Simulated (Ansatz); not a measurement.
Steps of a relaxation of CH4AlNS (`[AlH2]/[N]=C\S`) with RKS PBE-D4/def2-SVP.

```sh
$ ansatz run in.yaml --threads 2 --pin off --events-out ev --progress --plain --max-ram 4352MiB
```

```yaml
crystal:
  periodic: [false, false, false]
  atoms:
    - {symbol: Al, position_ang: [-0.304300, 1.649000, -0.635200]}
    - {symbol: N, position_ang: [0.439800, -0.033600, -0.527100]}
    - {symbol: C, position_ang: [0.310500, -0.758700, 0.511000]}
    - {symbol: S, position_ang: [1.193300, -2.360600, 0.559400]}
    - {symbol: H, position_ang: [-0.191100, 2.547900, -2.000000]}
    - {symbol: H, position_ang: [-1.180400, 2.294000, 0.586300]}
    - {symbol: H, position_ang: [-0.179600, -0.415000, 1.401100]}
    - {symbol: H, position_ang: [0.004000, -2.980100, 0.048700]}
basis:
  gaussian: {orbitals: def2-SVP}
hamiltonian: {xc: pbe, dispersion: d4}
relax: {f_tol: 0.03, max_steps: 200}
```

Positions (Å) and forces (eV/Å) along the path, 16 of 18 steps:

```xyz
8
step=1 energy=-20004.4084 eV
Al   -0.304    1.649   -0.635   -0.404    0.678   -0.292
N     0.440   -0.034   -0.527   -0.274    0.159    0.115
C     0.310   -0.759    0.511    1.371    0.399   -1.898
S     1.193   -2.361    0.559   -1.582   -0.918   -0.234
H    -0.191    2.548   -2.000    0.111   -0.428    0.374
H    -1.180    2.294    0.586    0.249   -0.251   -0.137
H    -0.180   -0.415    1.401   -0.796   -0.026    1.518
H     0.004   -2.980    0.049    1.323    0.388    0.553
8
step=2 energy=-20004.4229 eV
Al   -0.375    1.685   -0.654    0.195    0.196    0.058
N     0.469    0.047   -0.535    0.559   -0.220    0.871
C     0.461   -0.666    0.525   -2.079   -0.117   -1.220
S     1.146   -2.386    0.539    0.154   -0.200    0.105
H    -0.174    2.480   -2.028   -0.106   -0.064    0.094
H    -1.145    2.260    0.644   -0.007   -0.058   -0.162
H    -0.281   -0.477    1.375    0.943   -0.020    0.046
H    -0.009   -3.000    0.077    0.341    0.483    0.209
8
step=3 energy=-20004.5893 eV
Al   -0.345    1.701   -0.644    0.053    0.071   -0.013
N     0.463    0.045   -0.539   -0.050   -0.650    0.761
C     0.354   -0.726    0.476   -0.370    1.046   -0.378
S     1.155   -2.393    0.541   -0.367    0.009   -0.042
H    -0.165    2.501   -2.016   -0.030   -0.045    0.080
H    -1.171    2.263    0.621    0.038   -0.039   -0.085
H    -0.219   -0.420    1.426    0.454   -0.553   -0.487
H     0.022   -3.028    0.079    0.272    0.161    0.166
8
step=4 energy=-20004.6245 eV
Al   -0.340    1.710   -0.644    0.033    0.041   -0.006
N     0.465    0.054   -0.538    0.003   -0.397    0.521
C     0.352   -0.726    0.461   -0.243    0.653   -0.276
S     1.162   -2.383    0.529   -0.156   -0.023   -0.096
H    -0.165    2.509   -2.013   -0.016   -0.026    0.047
H    -1.171    2.263    0.617    0.020   -0.011   -0.051
H    -0.224   -0.474    1.408    0.219   -0.276   -0.286
H     0.013   -3.011    0.125    0.140    0.039    0.148
8
step=6 energy=-20004.7908 eV
Al   -0.315    1.776   -0.629    0.107   -0.137    0.017
N     0.530    0.145   -0.539   -0.009    0.305    0.119
C     0.331   -0.735    0.340    0.094   -0.607    0.213
S     1.209   -2.354    0.373   -0.856   -0.299   -0.273
H    -0.156    2.577   -1.985    0.003    0.065   -0.076
H    -1.173    2.290    0.618   -0.029    0.040    0.044
H    -0.330   -0.708    1.251   -0.197    0.231   -0.248
H    -0.004   -3.050    0.515    0.888    0.402    0.203
8
step=7 energy=-20004.8957 eV
Al   -0.300    1.798   -0.615    0.138   -0.154   -0.002
N     0.563    0.179   -0.529   -0.113    0.272    0.135
C     0.310   -0.749    0.287    0.157   -0.721    0.251
S     1.201   -2.359    0.284   -1.134   -0.211    0.060
H    -0.153    2.602   -1.974    0.002    0.057   -0.050
H    -1.163    2.307    0.633   -0.015    0.032    0.035
H    -0.412   -0.771    1.156   -0.081    0.210   -0.330
H     0.046   -3.064    0.702    1.046    0.516   -0.098
8
step=8 energy=-20005.0034 eV
Al   -0.260    1.816   -0.608    0.039   -0.103    0.046
N     0.600    0.199   -0.501   -0.166    0.041    0.201
C     0.273   -0.768    0.253   -0.157   -0.424    0.145
S     1.163   -2.350    0.262   -0.258   -0.128   -0.066
H    -0.208    2.633   -1.975    0.075   -0.056   -0.011
H    -1.088    2.356    0.657    0.046   -0.002    0.013
H    -0.554   -0.808    1.021    0.029    0.129   -0.257
H     0.167   -3.135    0.834    0.391    0.544   -0.070
8
step=9 energy=-20005.0744 eV
Al   -0.244    1.814   -0.577   -0.149    0.334   -0.082
N     0.558    0.197   -0.486   -0.197   -0.139    0.266
C     0.203   -0.801    0.215    0.075   -0.248    0.074
S     1.185   -2.297    0.244   -0.195   -0.330    0.101
H    -0.201    2.582   -1.971    0.041   -0.002   -0.010
H    -0.995    2.432    0.705    0.089   -0.029   -0.013
H    -0.690   -0.889    0.899    0.057    0.062   -0.223
H     0.276   -3.096    0.915    0.280    0.352   -0.113
8
step=10 energy=-20005.1061 eV
Al   -0.283    1.823   -0.582    0.164    0.321    0.092
N     0.518    0.205   -0.448   -0.357   -0.196    0.448
C     0.176   -0.823    0.220   -0.136   -0.214   -0.481
S     1.201   -2.296    0.216   -0.216   -0.090    0.318
H    -0.188    2.580   -1.982   -0.063   -0.046   -0.006
H    -0.896    2.503    0.747    0.028   -0.049   -0.130
H    -0.801   -0.986    0.772    0.370    0.073   -0.084
H     0.366   -3.062    1.000    0.211    0.201   -0.157
8
step=11 energy=-20005.1202 eV
Al   -0.247    1.871   -0.548    0.095   -0.081    0.001
N     0.471    0.201   -0.431   -0.953   -0.707    0.415
C     0.087   -0.896    0.108    0.576    0.770    0.251
S     1.245   -2.275    0.261   -0.463    0.041    0.148
H    -0.219    2.572   -1.984   -0.006   -0.013    0.076
H    -0.796    2.579    0.798    0.129   -0.058   -0.171
H    -0.907   -1.084    0.638    0.502   -0.041   -0.496
H     0.458   -3.025    1.103    0.121    0.089   -0.224
8
step=12 energy=-20005.2487 eV
Al   -0.250    1.904   -0.545    0.105   -0.061    0.073
N     0.350    0.220   -0.319   -0.454   -0.008    0.233
C     0.079   -0.912    0.177   -0.267    0.069   -0.129
S     1.288   -2.213    0.313    0.066   -0.200    0.207
H    -0.241    2.531   -2.009    0.000   -0.050   -0.031
H    -0.677    2.735    0.760    0.090   -0.027   -0.055
H    -0.937   -1.258    0.544    0.340    0.196   -0.154
H     0.481   -3.065    1.023    0.121    0.081   -0.144
8
step=13 energy=-20005.3130 eV
Al   -0.268    1.939   -0.533    0.208   -0.009    0.149
N     0.214    0.242   -0.227   -0.372   -0.283    0.288
C     0.032   -0.936    0.194   -0.540   -0.033   -0.208
S     1.352   -2.136    0.400   -0.323   -0.187    0.266
H    -0.250    2.470   -2.037   -0.047   -0.043    0.005
H    -0.529    2.865    0.758    0.038   -0.090   -0.148
H    -0.990   -1.403    0.434    0.713    0.388   -0.143
H     0.530   -3.098    0.956    0.323    0.258   -0.209
8
step=14 energy=-20005.3973 eV
Al   -0.226    1.963   -0.513    0.066   -0.137    0.029
N     0.042    0.238   -0.159   -0.262   -0.004    0.018
C    -0.052   -0.969    0.176   -0.090   -0.027    0.081
S     1.365   -2.007    0.550   -0.016   -0.017   -0.011
H    -0.297    2.420   -2.039    0.028   -0.020    0.004
H    -0.343    2.938    0.745    0.010   -0.007   -0.019
H    -1.018   -1.539    0.300    0.204    0.223   -0.080
H     0.621   -3.101    0.883    0.060   -0.012   -0.021
8
step=15 energy=-20005.4237 eV
Al   -0.212    1.965   -0.507    0.050   -0.009    0.032
N    -0.148    0.243   -0.097    0.090   -0.309    0.063
C    -0.126   -0.974    0.217   -0.192    0.111   -0.010
S     1.367   -1.936    0.503    0.065    0.131   -0.031
H    -0.157    2.368   -2.047   -0.015   -0.012   -0.007
H    -0.320    2.979    0.716    0.000    0.024   -0.004
H    -1.047   -1.594    0.361    0.042    0.030   -0.033
H     0.735   -3.108    0.798   -0.039    0.034   -0.011
8
step=16 energy=-20005.3874 eV rejected
Al   -0.167    1.962   -0.483   -0.133   -0.446    0.160
N    -0.283    0.229   -0.024   -0.087    0.585   -0.086
C    -0.208   -0.989    0.256    0.218   -0.295   -0.405
S     1.380   -1.816    0.575   -0.661   -0.396    0.077
H    -0.176    2.299   -2.043    0.058   -0.028    0.045
H    -0.179    3.030    0.700    0.002   -0.010   -0.016
H    -1.080   -1.710    0.226    0.295    0.271    0.236
H     0.805   -3.062    0.737    0.308    0.319   -0.012
8
step=18 energy=-20005.4305 eV
Al   -0.193    1.955   -0.493    0.000   -0.010    0.003
N    -0.226    0.233   -0.080    0.001    0.003    0.001
C    -0.173   -0.983    0.220   -0.013   -0.012    0.002
S     1.364   -1.868    0.509    0.006   -0.001    0.000
H    -0.131    2.330   -2.040    0.000    0.007   -0.004
H    -0.265    2.990    0.716    0.001    0.010   -0.001
H    -1.071   -1.640    0.337    0.005    0.002   -0.002
H     0.787   -3.074    0.776    0.000    0.000    0.000
```

It took 29 s on 2 threads of an Arm Neoverse V1 on a shared host, with 0.15 GiB of host memory at the peak.
